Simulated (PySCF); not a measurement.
Isomers of C5H11NOSi3, one GFN2-xTB conformer each. Single-point energies are computed at PBE0/pcSseg-1 (PySCF, gas phase, no added dispersion term), electronic only.

Question: Rank them by PBE0/pcSseg-1 energy, lowest first (kcal/mol).
A. `[N:1]#[C:2][Si@@H:3]1[C@@H:4]([CH:5]=[O:6])[CH2:7][Si@@H:8]1[CH2:9][SiH3:10]` with Si3–C4–C5–O6 73°, C7–Si8–C9–Si10 -31°, C2–Si3–C4–C5 148°, Si3–C4–C7–Si8 -25°, C4–C7–Si8–C9 135°, C2–Si3–Si8–C7 81°
B. `[CH2:1]=[C:2]([CH3:3])[O:4][Si@@H:5]1[SiH2:6][CH2:7][Si@@H:8]1[C:9]#[N:10]` with C1–C2–O4–Si5 -176°, C2–O4–Si5–Si6 46°
C. `[N:1]#[C:2][Si@H:3]1[CH2:4][Si@@H:5]([C:6](=[O:7])[CH2:8][SiH3:9])[CH2:10]1` with C4–Si5–C6–O7 -136°, Si5–C6–C8–Si9 172°, C2–Si3–C4–Si5 103°, Si3–C4–Si5–C6 -104°, C4–Si5–C10–Si3 -8°, C2–Si3–C10–Si5 -103°
D. `[N:1]#[C:2][CH2:3][CH2:4][Si@H:5]([C:6]#[C:7][SiH3:8])[O:9][SiH3:10]` with C2–C3–C4–Si5 178°, C3–C4–Si5–C6 58°, C4–Si5–O9–Si10 50°
E. `[CH2:1]=[C:2]([CH3:3])[O:4][Si@@H:5]1[SiH2:6][CH2:7][Si@H:8]1[C:9]#[N:10]` with C1–C2–O4–Si5 9°, C2–O4–Si5–Si6 -78°
F. `[N:1]#[C:2][Si@H:3]1[CH2:4][Si@H:5]([C:6](=[O:7])[CH2:8][SiH3:9])[CH2:10]1` with C4–Si5–C6–O7 -49°, Si5–C6–C8–Si9 -85°, C2–Si3–C4–Si5 124°, Si3–C4–Si5–C6 96°, C4–Si5–C10–Si3 11°, C2–Si3–C10–Si5 -124°
G. `[NH2:1][CH2:2][C:3]#[C:4][Si@@H:5]([C:6]#[C:7][SiH3:8])[O:9][SiH3:10]` with H–N1–C2–C3 60° and -58°, C4–Si5–O9–Si10 -67°

Answer: D (0.0), E (5.0), B (7.5), F (9.0), C (11.1), A (20.1), G (30.6).

As drawn, the lowest has a C≡N group, which the highest lacks; the highest has an N–H bond, which the lowest lacks. Neighbours under 2.5 kcal/mol apart (C=C(C)O[Si@@H]1[SiH2]C[Si@H]1C#N and C=C(C)O[Si@@H]1[SiH2]C[Si@@H]1C#N; C=C(C)O[Si@@H]1[SiH2]C[Si@@H]1C#N and N#C[Si@H]1C[Si@H](C(=O)C[SiH3])C1; N#C[Si@H]1C[Si@H](C(=O)C[SiH3])C1 and N#C[Si@H]1C[Si@@H](C(=O)C[SiH3])C1) can change places with a better method, another conformer or zero-point energy. C=C(C)O[Si@@H]1[SiH2]C[Si@H]1C#N and C=C(C)O[Si@@H]1[SiH2]C[Si@@H]1C#N are stereoisomers, 2.5 kcal/mol apart in the conformers taken. N#C[Si@H]1C[Si@H](C(=O)C[SiH3])C1 and N#C[Si@H]1C[Si@@H](C(=O)C[SiH3])C1 are stereoisomers, 2.1 kcal/mol apart in the conformers taken. GFN2-xTB itself gives, in the same order: 0.0, 46.9, 46.2, 75.3, 76.5, 73.2, 25.2. Both levels put the same isomer lowest; measured from each level's own lowest isomer, the values differ by up to 66.3 kcal/mol (N#C[Si@H]1C[Si@H](C(=O)C[SiH3])C1: 75.3 against 9.0).

Q: Which frontier levels, dipoles and rotational constants go with these structures?

A: 
```
                                SMILES  HOMO (eV, PBE0/pcSseg-1)  LUMO (eV)  dipole (D)        A, B, C (MHz)
         N#CCC[Si@H](C#C[SiH3])O[SiH3]                     -8.34      -0.97        3.98  718.8, 454.0, 325.2
      C=C(C)O[Si@@H]1[SiH2]C[Si@H]1C#N                     -7.11      -1.76        4.53   1356, 478.9, 402.4
     C=C(C)O[Si@@H]1[SiH2]C[Si@@H]1C#N                     -6.74      -1.94        3.49  986.2, 688.3, 505.5
     N#C[Si@H]1C[Si@H](C(=O)C[SiH3])C1                     -7.10      -1.76        5.27   2291, 367.2, 355.7
    N#C[Si@H]1C[Si@@H](C(=O)C[SiH3])C1                     -7.13      -1.74        3.94   1162, 557.5, 416.2
N#C[Si@@H]1[C@@H](C=O)C[Si@@H]1C[SiH3]                     -7.58      -1.50        2.17   1070, 665.8, 480.4
        NCC#C[Si@@H](C#C[SiH3])O[SiH3]                     -7.22      -0.94        0.96  618.8, 443.7, 288.9
```
